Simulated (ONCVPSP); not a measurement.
**palladium: variants of one ONCV potential**

Base potential:

```json
{"Element": "Pd", "Generator": "ONCVPSP 4.0.1", "Type": "optimised norm-conserving Vanderbilt (ONCV)", "Functional": "PBE", "Relativity": "scalar-relativistic", "Frozen core": "[Ar] 3d10", "Valence charge": "18", "Reference configuration": "4s2 4p6 4d10", "Partial waves": "4s: rc 1.65 bohr, ncon 4, nbas 7, qcut 5.8 1/bohr, 2 projectors, debl 3.7 Ha; 4p: rc 1.65 bohr, ncon 4, nbas 7, qcut 7.7 1/bohr, 2 projectors, debl 3.1 Ha; 4d: rc 1.50 bohr, ncon 4, nbas 9, qcut 10.1 1/bohr, 2 projectors, debl 2.8 Ha", "Local potential": "polynomial inside 1.20 bohr (lpopt 5, dvloc0 0 Ha)", "Core correction": "polynomial model core, fcfact 0.5"}
```

Cutoffs, loose and tight: the cutoffs (Ha) at which the residual kinetic energy of the hardest occupied pseudo-wave falls to 1 and 0.1 mHa per electron. They do not see the model core or the augmentation charge, which bear on the density cutoff. Test errors are all-electron minus pseudo excitation energies from the reference, over the configurations 4s2 4p6 4d9; 4s2 4p6 4d8; 4s2 4p6 4d7; 4s2 4p6 4d9 5s1. A dash means not determined; rows that change the core or the reference have their own tests. The largest error is taken over the tests solved by every variant that gives reliable tests at all: 4s2 4p6 4d8; 4s2 4p6 4d9; 4s2 4p6 4d9 5s1.

| change | outcome | cutoff, loose | cutoff, tight | bound ghosts | GHOST(+) flags above zero | largest test error (meV) |
| --- | --- | --- | --- | --- | --- | --- |
| base | generated | 31 Ha | 37 Ha | none | none | -2.0 |
| s: rc 1.7 | generated | 31 Ha | 37 Ha | none | none | -1.9 |
| s: rc 1.94 | generated, projector energies reset by the program | 31 Ha | 37 Ha | none | none | -1.8 |
| s: rc 2.18 | generated, projector energies reset by the program | 31 Ha | 37 Ha | none | none | -1.7 |
| s: rc 2.32 | generated, projector energies reset by the program | 31 Ha | 37 Ha | none | none | -1.7 |

(1) What comes out with this change to the base: s: rc 1.24?

(2) What comes out with this change to the base: s: rc 1.44?

## Answers

(1) outcome: generated; cutoff, loose: 75 Ha; cutoff, tight: 89 Ha; bound ghosts: none; GHOST(+) flags above zero: s; largest test error (meV): -2.0.

(2) outcome: generated; cutoff, loose: 43 Ha; cutoff, tight: 60 Ha; bound ghosts: none; GHOST(+) flags above zero: s; largest test error (meV): -2.0.

Reading the sweep of the s radius (base included, trends over the rows without a ghost): The loose cutoff falls from 75 Ha at 1.24 to 31 Ha at 2.32 bohr. A larger radius leaves more room for a smooth pseudo-wave, so fewer plane waves are needed; a smaller one forces it to follow the all-electron wave where it bends sharply.
